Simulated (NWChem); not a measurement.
System: C₂H₈OSi; SMILES O[SiH2]CC

```xyz
12

Si     0.4966    -0.7617     0.1272
O     -0.9172    -1.5533    -0.2913
C      0.5246     1.0445    -0.4208
C     -0.5814     1.9175     0.1995
H      1.5756    -1.5235    -0.5514
H      0.7112    -0.8088     1.6072
H     -1.7172    -1.2791     0.1771
H      0.4609     1.0798    -1.5169
H      1.5131     1.4531    -0.1627
H     -0.5165     1.9297     1.2945
H     -0.5184     2.9567    -0.1442
H     -1.5791     1.5486    -0.0692
```
Atoms are numbered in this order, from 1.

Level: B3LYP/6-31G* (spherical d) (NWChem), optimised geometry, unscaled harmonic frequencies. 

```
frequency (cm⁻¹)  IR intensity (km/mol)
----------------  ---------------------
77                                  2.1
160                                18.4
196                                95.5
229                                13.3
315                                14.5
566                                34.9
628                                 2.3
708                                58.6
763                                33.5
842                                87.2
906                               244.2
919                                67.9
958                               123.3
991                                 3.5
1021                               92.3
1050                               17.4
1278                                2.4
1294                                5.3
1441                                1.0
1483                                5.4
1534                                3.6
1540                                6.1
2202                              188.8
2267                              172.2
3025                               15.6
3039                               36.6
3067                                6.4
3101                               41.2
3105                               40.5
3807                               50.2
```

```yaml
zero_point_energy: 60.7 kcal/mol
thermal correction to the enthalpy at 298.15 K (with zero-point energy): 65.5 kcal/mol
heat capacity Cv: 22.4 cal/(mol K)
entropy at 298.15 K and 1 atm (symmetry number 1): 78.7 cal/(mol K)
dipole_moment: 1.82 D
```

Rigid rotor and harmonic oscillator; modes under 100 cm⁻¹ make the entropy uncertain.
